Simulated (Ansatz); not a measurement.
Reaction (ligand exchange at the Si–C bond): `N=C[SiH2]N` + `N[SiH](O)S` → `N[SiH2]S[SiH](N)O` + `C=N`

Program: Ansatz. Geometries: PBE0-D4/def2-TZVP. ΔE: electronic, gas phase. CCSD(T)/CBS is the MP2 limit (def2-TZVPP, def2-QZVPP) plus CCSD(T) − MP2 in def2-TZVPP, frozen cores. This one scheme is used for every species. Functionals use def2-TZVPP. One conformer a species, not always the lowest.

| species | PBE0 energy (Eh) |
| --- | --- |
| `N=C[SiH2]N` | -440.48075 |
| `N[SiH](O)S` | -820.46398 |
| `N[SiH2]S[SiH](N)O` | -1166.42963 |
| `C=N` | -94.55153 |

Work out ΔE.

ΔE = (-1166.42963) + (-94.55153) − (-440.48075) − (-820.46398) = -0.03643 Eh = -0.99 eV. CCSD(T)/CBS gives -1.01 eV.

Largest T1 diagnostic among the species: 0.012.

In def2-TZVPP, CCSD(T) changes the Hartree–Fock value by −0.17 eV (the triples alone add −0.04 eV) and MP2 by −0.24 eV. The D4 term adds −0.12 eV with B3LYP and −0.06 eV with PBE0; it sums over pairs of atoms, weighted by their polarisabilities, and B3LYP, whose exchange is more repulsive, gets the larger term.

B3LYP here is the variant with VWN-RPA as its local correlation; programs differ in this.
